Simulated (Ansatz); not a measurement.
`BC[SiH2][SiH3]` + `[OH][GeH]` → `[SiH3][O][GeH]` + `BC[SiH3]` at 600 K and 1 bar (cleavage of the Si–Si bond).

Computed with Ansatz on PBE0-D4/def2-TZVP structures; ΔE is electronic, products minus reactants. CBS: MP2 limit from def2 TZ/QZ plus the TZ coupled-cluster correction, frozen cores. For Ge outer-core shells are correlated without core-valence functions, which leaves a few kJ/mol of doubt a bond. Scalar relativity is left out up to krypton. One conformer a species, not always the lowest.

```csv
species,CCSD(T)/CBS energy (Eh),H − E (kJ/mol),S (J/(mol·K))
`BC[SiH2][SiH3]`,-646.39812,307.9,477.9
`[OH][GeH]`,-2152.47759,79.9,292.6
`[SiH3][O][GeH]`,-2442.79250,139.4,385.9
`BC[SiH3]`,-356.11784,242.0,382.1
```

H − E and S are ideal-gas, rigid-rotor, harmonic terms from PBE0-D4/def2-TZVP, for one conformer and one mirror image of each species. 1 Eh = 2625.50 kJ/mol, R = 8.31446 J/(mol·K).

Question: By hand: ΔE, ΔH, ΔS and ΔG.

Answer: ΔE = (-2442.79250) + (-356.11784) − (-646.39812) − (-2152.47759) = -0.03463 Eh = -90.9 kJ/mol. Δ(H − E) = 139.4 + 242.0 − 307.9 − 79.9 = -6.4, so ΔH = -97.3 kJ/mol. ΔS = 385.9 + 382.1 − 477.9 − 292.6 = -2.5 J/(mol·K). ΔG = -97.3 − 600 × (-2.5)/1000 = -95.8 kJ/mol.

Question: By hand: the equilibrium constant, and the temperature at which ΔG would vanish if ΔH and ΔS stayed fixed.

Answer: log₁₀ K = −ΔG/(RT ln 10) = 8.3. ΔG = 0 at ΔH/ΔS = 38920 K, far beyond where these terms or the molecules hold.

The number of gas molecules stays the same, so ΔS is small and ΔH decides. A doubt of 5 kJ/mol in ΔE shifts log₁₀ K by 0.4 here. Other conformers and mirror images would add mixing entropy, several J/(mol·K) or more a flexible species. Modes under 60 cm⁻¹, often nearly free rotors, make the harmonic entropy too high. These are equilibria of isolated gas molecules and say nothing of rates. Largest T1 diagnostic: 0.016 (customary marks: 0.02 for closed shells, 0.045 for open ones).
